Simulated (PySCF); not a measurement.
From a log to its input

A PySCF 2.14 run on the atoms Be 0 0 0; P 0 0 1.823 (angstrom) printed this (some set-up lines and the per-cycle HOMO/LUMO lines with their warnings removed):

```
PySCF version 2.14.0

[INPUT] verbose = 4
[INPUT] num. atoms = 2
[INPUT] num. electrons = 19
[INPUT] charge = 0
[INPUT] spin (= nelec alpha-beta = 2S) = 3
[INPUT] symmetry True subgroup None
[INPUT] Mole.unit = angstrom

nuclear repulsion = 17.4166937219967
point group symmetry = Coov
symmetry origin: [0.         0.         2.71971373]
symmetry axis x: [1. 0. 0.]
symmetry axis y: [0. 1. 0.]
symmetry axis z: [0. 0. 1.]
num. orbitals of irrep A1 = 12
num. orbitals of irrep E1x = 5
num. orbitals of irrep E1y = 5
number of shells = 12
number of NR pGTOs = 68
number of NR cGTOs = 22
basis = 6-31g
ecp = {}

******** <class 'pyscf.dft.uks_symm.SymAdaptedUKS'> ********
method = SymAdaptedUKS
initial guess = minao
damping factor = 0
level_shift factor = 0
DIIS = <class 'pyscf.scf.diis.CDIIS'>
diis_start_cycle = 1
diis_space = 8
diis_damp = 0
SCF conv_tol = 1e-09
SCF conv_tol_grad = None
SCF max_cycles = 50
direct_scf = True
direct_scf_tol = 1e-13
number electrons alpha = 11  beta = 8
XC library pyscf.dft.libxc version 7.0.0
    S. Lehtola, C. Steigemann, M. J.T. Oliveira, and M. A.L. Marques.,  SoftwareX 7, 1–5 (2018)
XC functionals = pbe0
    C. Adamo and V. Barone.,  J. Chem. Phys. 110, 6158 (1999)
    M. Ernzerhof and G. E. Scuseria.,  J. Chem. Phys. 110, 5029 (1999)
radial grids:
    Treutler-Ahlrichs [JCP 102, 346 (1995); DOI:10.1063/1.469408] (M4) radial grids

becke partition: Becke, JCP 88, 2547 (1988); DOI:10.1063/1.454033
pruning grids: <function nwchem_prune>
grids dens level: 3
symmetrized grids: True
atomic radii adjust function: <function treutler_atomic_radii_adjust>
small_rho_cutoff = 0
Freeze 0 electrons in irreps []
    19 free electrons in irreps A1 E1x E1y
Set gradient conv threshold to 3.16228e-05
tot grids = 32904
init E= -355.928390245146

cycle= 1 E= -355.766235659912  delta_E= 0.162  |g|= 0.0478  |ddm|=  1.3
cycle= 2 E= -355.77144057912  delta_E= -0.0052  |g|= 0.0198  |ddm|= 0.293
cycle= 3 E= -355.771883526628  delta_E= -0.000443  |g|= 0.00937  |ddm|= 0.106
cycle= 4 E= -355.772005541466  delta_E= -0.000122  |g|= 0.00167  |ddm|= 0.0329
cycle= 5 E= -355.772011132207  delta_E= -5.59e-06  |g|= 0.000403  |ddm|= 0.0102
cycle= 6 E= -355.772011612458  delta_E= -4.8e-07  |g|= 6.94e-05  |ddm|= 0.00247
cycle= 7 E= -355.772011626035  delta_E= -1.36e-08  |g|= 1.11e-05  |ddm|= 0.000466
cycle= 8 E= -355.772011626194  delta_E= -1.59e-10  |g|= 6.45e-07  |ddm|= 8.23e-05
Extra cycle  E= -355.772011626194  delta_E= -5.12e-13  |g|= 3.52e-07  |ddm|= 6.48e-06
converged SCF energy = -355.772011626194  <S^2> = 3.7516471  2S+1 = 4.0008235
polarizability (a.u.)
Isotropic polarizability 40.013232062
Polarizability anisotropy 15.9917296709
[[34.6827  0.      0.    ]
 [ 0.     34.6827  0.    ]
 [ 0.      0.     50.6744]]
Dipole moment(X, Y, Z, Debye):  0.00000,  0.00000, -0.38966
orbital energies (hartree): [array([-0.2941, -0.2941, -0.1998, -0.0235, -0.0235,  0.1122]), array([-4.071 , -0.5657, -0.2796, -0.1436, -0.1436, -0.0408])]
```

Task: Write the input that gave this log.

Result: The input was:

```python
from pyscf import gto, dft
from pyscf.prop.polarizability import uhf as pol

mol = gto.M(
    atom='Be 0 0 0; P 0 0 1.823',
    basis='6-31g',
    charge=0,
    spin=3,
    symmetry=True,
    verbose=4,
)
mf = dft.UKS(mol, xc='pbe0')
mf.kernel()
print('polarizability (a.u.)')
print(pol.Polarizability(mf).polarizability().round(4))
mf.dip_moment()
print('orbital energies (hartree):', [e[max(0, n-3):n+3].round(4) for e, n in zip(mf.mo_energy, mol.nelec)])
```

The bond length is a typed value, not an optimised one. No search for the lowest solution was made.
